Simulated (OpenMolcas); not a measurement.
Levels of Ar VI by method

| Property | Result |
| --- | --- |
| Program | OpenMolcas 26.06 |
| Basis | ANO-RCC [8s7p5d4f2g] |
| Scalar Hamiltonian | DKH2, point nucleus |
| Active space | 3 electrons in 9 orbitals (RAS2 3s 3p; RAS3 3d, at most 2 electrons) |
| State averaging | 2S+1 = 4 odd, 1 root; 2S+1 = 2 odd, 11 roots; 2S+1 = 4 even, 3 roots; 2S+1 = 2 even, 9 roots |
| Spin-orbit coupling | RASSI with atomic mean-field integrals over the reference wave functions, term energies averaged over their components |

Methods on the same reference wave functions:
A. RASSCF
B. SS-RASPT2, IPEA 0.25 Eh, imaginary shift 0.1 Eh (closed shells correlated: 2s 2p)
C. MS-RASPT2, IPEA 0.25 Eh, imaginary shift 0.1 Eh (closed shells correlated: 2s 2p)

Energies in cm-1 above 3s2 3p 2P* 1/2, the measured ground level; measured values from Saloman, J. Phys. Chem. Ref. Data 39, 033101 (2010).

```json
{"Level": "3s2 3p 2P* 1/2", "A": "0.0", "B": "0.0", "C": "0.0", "Measured": "0.0"}
{"Level": "3s2 3p 2P* 3/2", "A": "1999", "B": "1999", "C": "2000", "Measured": "2208"}
{"Level": "3s 3p2 4P 1/2", "A": "97335", "B": "100020", "C": "100060", "Measured": "100158"}
{"Level": "3s 3p2 4P 3/2", "A": "98053", "B": "100740", "C": "100780", "Measured": "100958"}
{"Level": "3s 3p2 4P 5/2", "A": "99189", "B": "101880", "C": "101910", "Measured": "102192"}
{"Level": "3s 3p2 2D 3/2", "A": "133175", "B": "133060", "C": "133090", "Measured": "132463"}
{"Level": "3s 3p2 2D 5/2", "A": "133246", "B": "133130", "C": "133170", "Measured": "132575"}
{"Level": "3s 3p2 2S 1/2", "A": "173642", "B": "170260", "C": "170300", "Measured": "169804"}
{"Level": "3s 3p2 2P 1/2", "A": "186533", "B": "182960", "C": "183000", "Measured": "182182"}
{"Level": "3s 3p2 2P 3/2", "A": "187803", "B": "184230", "C": "184270", "Measured": "183577"}
```

Deviations, from unrounded energies. A percentage is the sum of absolute deviations over the sum of measured energies, with the sign that they share, or ± where signs differ.

```json
{"Against measurement": "mean absolute deviation (cm-1)", "Levels": "9", "A": "2500", "B": "430", "C": "440"}
{"Against measurement": "fine structure of the ground term (%)", "Levels": "1", "A": "-9.5", "B": "-9.5", "C": "-9.2"}
{"Against measurement": "other configurations (%)", "Levels": "8", "A": "±2.0", "B": "±0.3", "C": "±0.3"}
```

B, C lie about equally close to measurement and A furthest from it. The largest miss of B in the table is 3s 3p2 2P 1/2, by +780 cm-1. The ranking rests on the paired levels alone, and a cruder setting can come out closer through cancelling errors.

Between B and C the level of the table that moves most is 3s 3p2 2D 3/2, by 37 cm-1 (lowest in B, highest in C). Moves below CASPT2's spread within the term are not significant.

The lowest spin-free term lies below A's lowest term by 0.177 hartree in B, 0.177 hartree in C.

Term energies are means over components that CASPT2 splits; among the terms shown or strongly mixed into the levels shown the widest spread is 15 cm-1 (3s 3p2 2D, C). Active for correlation alone: 3d; no level in the range computed is led by a configuration that fills it, so any true level of that kind is missing. Some terms mix strongly with configurations of 3d, whose occupation reaches 0.15 (3s 3p2 2D). Measured partners are found by configuration, term and J. A level has none where our copy of the source lacks it or the pairing is in doubt (some pairs that miss far off the trend of their configuration count as doubtful), and it then counts in no deviation. Only configurations of the active space appear. Levels that lie high or do not pair safely by name in every column are left out.

* marks odd parity.
